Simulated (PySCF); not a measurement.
Mg(iPr)(SMe), SMILES C[S][Mg][CH](C)C, GFN2-xTB optimised geometry.

```
16

Mg    -0.39    -1.39     0.00
C     -1.60     0.37     0.00
C     -2.48     0.43     1.24
C     -2.44     0.45    -1.26
H     -0.93     1.25     0.02
H     -3.05     1.36     1.27
H     -3.19    -0.40     1.25
H     -1.87     0.38     2.15
H     -1.81     0.42    -2.16
H     -3.01     1.39    -1.29
H     -3.15    -0.37    -1.31
S      1.99    -1.39     0.00
C      2.13     0.43    -0.02
H      1.66     0.83    -0.92
H      3.19     0.66    -0.03
H      1.67     0.85     0.87
```

Density from PBE0/def2-TZVP in PySCF at that geometry.

Minimum of the electron density along straight lines between bonded atoms, close to the bond critical point (lines longer than 1.1 times the sum of covalent radii, or with two minima, are not listed):

```csv
bond,length / Å,ρ at the minimum / e bohr⁻³,∇²ρ there / e bohr⁻⁵,position (fraction from the first atom)
Mg1–C2,2.133,…,…,0.41
C2–C3,1.523,0.244,-0.59,0.49
C2–C4,1.523,0.244,-0.59,0.49
C2–H5,1.101,0.269,-0.88,0.63
C3–H6,1.096,0.274,-0.92,0.64
C3–H7,1.091,0.276,-0.94,0.63
C3–H8,1.094,0.275,-0.93,0.64
C4–H9,1.094,0.275,-0.93,0.64
C4–H10,1.096,0.274,-0.92,0.64
C4–H11,1.091,0.276,-0.94,0.63
Mg1–S12,2.376,…,0.18,0.38
S12–C13,1.822,0.175,-0.27,0.52
C13–H14,1.091,0.279,-0.96,0.64
C13–H15,1.087,0.281,-0.98,0.64
C13–H16,1.091,0.279,-0.96,0.64
```

Question: What belongs in the gaps?

Answer: 
- Mg1–C2, ρ at the minimum / e bohr⁻³: 0.055
- Mg1–C2, ∇²ρ there / e bohr⁻⁵: 0.22
- Mg1–S12, ρ at the minimum / e bohr⁻³: 0.044
